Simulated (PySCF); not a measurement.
C₂F₃O, SMILES [C](=O)C(F)(F)F, multiplicity 2.

The structure is a stationary point at r2SCAN-D4/def2-SVP. The isomer is the one that the SMILES or the coordinates give; other isomers of the formula were not compared.

Calculation: PBE/def2-TZVP in PySCF.

The molecule is in vacuum.

```
Property                                                                                                        Result
---------------------------------------------------------------------------------------------  -----------------------
total energy                                                                                        -450.65307 hartree
point group                                                                                                         Cs
α spin, highest occupied and lowest empty level                                                     -5.71 and -3.35 eV
β spin, highest occupied and lowest empty level                                                     -9.89 and -4.13 eV
dipole moment                                                                                                0.082 e·Å
quadrupole, principal values (traceless, Buckingham form, about the centre of nuclear charge)    -2.35, 0.22, 2.12 D·Å
mean static polarisability                                                                        29.0 bohr³ (4.30 Å³)
polarisability, principal values                                                                24.8, 27.7, 34.6 bohr³
⟨S²⟩                                                                                           0.752 (pure state 0.75)
```
